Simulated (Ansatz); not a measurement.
`N[SiH2][SeH]` + H–F → `N[SiH2]F` + H₂Se at 700 K and 1 bar (ligand exchange at the Si–Se bond).

Isolated molecules relaxed with PBE0-D4/def2-TZVP in Ansatz; ΔE leaves out vibrations. CCSD(T)/CBS is the MP2 limit (def2-TZVPP, def2-QZVPP) plus CCSD(T) − MP2 in def2-TZVPP, frozen cores. This one scheme is used for every species. For Se outer-core shells are correlated without core-valence functions, which leaves a few kJ/mol of doubt a bond. Scalar relativity is left out up to krypton. One conformer a species, not always the lowest.

| species | CCSD(T)/CBS energy (Eh) | H − E (kJ/mol) | S (J/(mol·K)) |
| --- | --- | --- | --- |
| `N[SiH2][SeH]` | -2747.54778 | 198.7 | 415.7 |
| H–F | -100.39570 | 45.2 | 198.5 |
| `N[SiH2]F` | -446.07709 | 173.7 | 359.9 |
| H₂Se | -2401.89790 | 61.1 | 251.1 |

H − E and S are ideal-gas, rigid-rotor, harmonic terms from PBE0-D4/def2-TZVP, for one conformer and one mirror image of each species. 1 Eh = 2625.50 kJ/mol, R = 8.31446 J/(mol·K).

Task: By hand: ΔE, ΔH, ΔS and ΔG.

Result: ΔE = (-446.07709) + (-2401.89790) − (-2747.54778) − (-100.39570) = -0.03151 Eh = -82.7 kJ/mol. Δ(H − E) = 173.7 + 61.1 − 198.7 − 45.2 = -9.1, so ΔH = -91.8 kJ/mol. ΔS = 359.9 + 251.1 − 415.7 − 198.5 = -3.2 J/(mol·K). ΔG = -91.8 − 700 × (-3.2)/1000 = -89.6 kJ/mol.

Task: By hand: the equilibrium constant, and the temperature at which ΔG would vanish if ΔH and ΔS stayed fixed.

Result: log₁₀ K = −ΔG/(RT ln 10) = 6.7. ΔG = 0 at ΔH/ΔS = 28688 K, far beyond where these terms or the molecules hold.

The number of gas molecules stays the same, so ΔS is small and ΔH decides. A doubt of 5 kJ/mol in ΔE shifts log₁₀ K by 0.4 here. Other conformers and mirror images would add mixing entropy, several J/(mol·K) or more a flexible species. These are equilibria of isolated gas molecules and say nothing of rates. Largest T1 diagnostic: 0.011 (customary marks: 0.02 for closed shells, 0.045 for open ones).
